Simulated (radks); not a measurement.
Question: Coherent X-ray form factor from a spherical all-electron density. All-electron calculation, scalar-relativistic Kohn-Sham, SOGGA, spin-unpolarised, spherical densities, finite nucleus; Fermi nuclear charge, rms radius of each element as measured or else 0.836 A^(1/3) + 0.57 fm. Program: a radial shooting solver on a logarithmic mesh with Libxc functionals.

sin(theta)/lambda (1/angstrom)  f0 (electrons)
0.05                                    46.313
0.1                                     44.452
0.15                                    41.858
0.2                                     38.957
0.25                                    36.039
0.3                                     33.269
0.4                                     28.480
0.5                                     24.800
0.6                                     22.073
0.8                                     18.387
1                                       15.665
1.25                                    12.647
1.5                                     10.084
2                                        6.862

The species is in the configuration that NIST lists as its ground one. Which atom or ion scatters so?

Answer: The cadmium ion Cd+, [Kr] 4d10 5s1. Extrapolating in s^2 from the first two rows gives f0(0) = 46.9, near the electron count 47; among species with that count, the fall with angle is slower the higher Z, and the table is that of Z = 48; from so few rows the species is fixed only to a neighbour or two.
